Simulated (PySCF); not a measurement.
CH₅FGe. Atoms are numbered in the order given.

```xyz
8

Ge    -0.3504     0.0966     0.0000
C      0.5421    -1.6223     0.0000
F      0.9066     1.3150     0.0000
H     -1.1761     0.3435    -1.2725
H     -1.1761     0.3435     1.2725
H      1.1748    -1.7205     0.8943
H     -0.1972    -2.4381     0.0000
H      1.1748    -1.7205    -0.8943
```

Geometry: r2SCAN-D4/def2-SVP.

The numbers are results of PySCF 2.14.0 with r2SCAN-D4/def2-SVP, not measurements.

Frequencies are harmonic and unscaled.

Computed harmonic wavenumbers and intensities:
| mode | ν (cm⁻¹) | IR (km/mol) | Raman (Å⁴/amu) | depolarisation | moving atoms (share of kinetic energy) |
|---|---|---|---|---|---|
| 1 | 115 | 0.4 | 0.1 | 0.75 | H 94 % |
| 2 | 192 | 6.3 | 1.2 | 0.75 | F 41 %, C 22 %, H 21 %, Ge 16 % |
| 3 | 453 | 17.1 | 2.9 | 0.75 | H 95 % |
| 4 | 615 | 15.9 | 14.5 | 0.19 | C 63 %, H 21 %, Ge 15 % |
| 5 | 663 | 24.8 | 18.6 | 0.75 | H 92 % |
| 6 | 699 | 83.2 | 2.9 | 0.31 | F 69 %, Ge 20 %, H 9 % |
| 7 | 728 | 41.6 | 6.7 | 0.74 | H 75 %, F 11 %, C 9 % |
| 8 | 849 | 44.1 | 6.6 | 0.75 | H 80 %, C 18 % |
| 9 | 859 | 92.6 | 14.7 | 0.71 | H 90 % |
| 10 | 877 | 79.9 | 16.1 | 0.75 | H 95 % |
| 11 | 1247 | 12.6 | 2.0 | 0.04 | H 80 %, C 20 % |
| 12 | 1427 | 3.3 | 11.4 | 0.75 | H 96 % |
| 13 | 1432 | 5.3 | 10.9 | 0.75 | H 96 % |
| 14 | 2151 | 96.6 | 217.6 | 0.09 | H 99 % |
| 15 | 2158 | 162.4 | 85.3 | 0.75 | H 98 % |
| 16 | 3048 | 1.9 | 134.9 | 0.00 | H 97 % |
| 17 | 3160 | 2.0 | 77.9 | 0.74 | H 91 %, C 9 % |
| 18 | 3170 | 0.9 | 80.0 | 0.75 | H 90 %, C 10 % |
